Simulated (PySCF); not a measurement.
phosphorus nitride (NP), SMILES P#N.

Coordinates come from a B3LYP-D3(BJ)/def2-TZVPD optimisation.

Two levels are set side by side: PBE/def2-TZVPD (PySCF) and B3LYP/def2-TZVPD (PySCF). Same geometry, gas phase. Differences are taken from unrounded values.

| quantity | PBE |
|---|---|
| orbital gap (eV) | 4.39 |
| highest occupied level (eV) | -7.73 |
| lowest empty level (eV) | -3.34 |
| dipole moment (D) | 2.71 |
| mean polarisability (bohr³) | 28.3 |

These are the PBE values. What does B3LYP give? (The exact figures need the calculation; the answer reports its results.)


```
quantity                     B3LYP  PBE minus B3LYP
---------------------------  -----  ---------------
orbital gap (eV)              6.41            -2.03
highest occupied level (eV)  -9.04             1.31
lowest empty level (eV)      -2.63            -0.71
dipole moment (D)             2.91            -0.20
mean polarisability (bohr³)   28.0              0.3
```

Without exact exchange PBE keeps part of each electron's self-repulsion, which lifts occupied levels and narrows the gap. Differences between two approximate levels are no errors against the true value.

Rough cost on one machine, each run with all the roots and properties that it gave: B3LYP against PBE within a factor of 2.
